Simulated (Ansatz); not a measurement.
Geometry optimisation, RKS CAM-B3LYP-D4/def2-SVP (Ansatz 0.2.0).

input.yaml

```yaml
crystal:
  periodic: [false, false, false]
  atoms:
    - { symbol: "N", position_ang: [-0.98056, 1.81719, -0.28762] }
    - { symbol: In, position_ang: [-0.01357, 0.02934, 0.00547] }
    - { symbol: S, position_ang: [2.4107, -0.07091, -0.08986] }
    - { symbol: S, position_ang: [-1.24135, -1.91106, 0.79888] }
    - { symbol: H, position_ang: [-1.94827, 1.70022, -0.57282] }
    - { symbol: H, position_ang: [-0.52794, 2.40287, -0.98345] }
    - { symbol: H, position_ang: [2.43078, -1.39609, 0.01499] }
    - { symbol: H, position_ang: [-0.12978, -2.57156, 1.1144] }
basis:
  gaussian: { orbitals: def2-SVP }
hamiltonian:
  xc: cam_b3lyp
  dispersion: d4
relax:
  f_tol: 0.015
  max_steps: 40
output:
  orbitals: {}
```

Command:

```bash
$ ansatz run input.yaml --threads 2 --pin off --max-ram 3072MiB --backend cpu --events-out ev --progress --plain --runs-dir out
```

Question: Where does it end, and by what steps?

Answer: The forces met the threshold. After 5 steps the energy has fallen by 0.052 eV; H7 moved furthest, 0.16 Å.

```
step  energy less start (eV)  largest force component (eV/Å)  accepted
   0                  0.0000                           0.578       yes
   1                 -0.0294                           0.345       yes
   2                 -0.0176                           0.438        no
   3                 -0.0499                           0.069       yes
   4                 -0.0521                           0.062       yes
   5                 -0.0524                           0.014       yes
```

```xyz
8
Properties=species:S:1:pos:R:3
N -0.960 1.724 -0.384
In 0.002 0.009 0.020
S 2.388 -0.060 -0.213
S -1.256 -1.860 0.844
H -1.967 1.737 -0.505
H -0.523 2.440 -0.954
H 2.489 -1.353 0.155
H -0.171 -2.637 1.037
```

The run took 14 s on 2 threads of Intel(R) Xeon(R) 6975P-C (Granite Rapids), with other jobs on the host, peak memory 0.29 GiB.
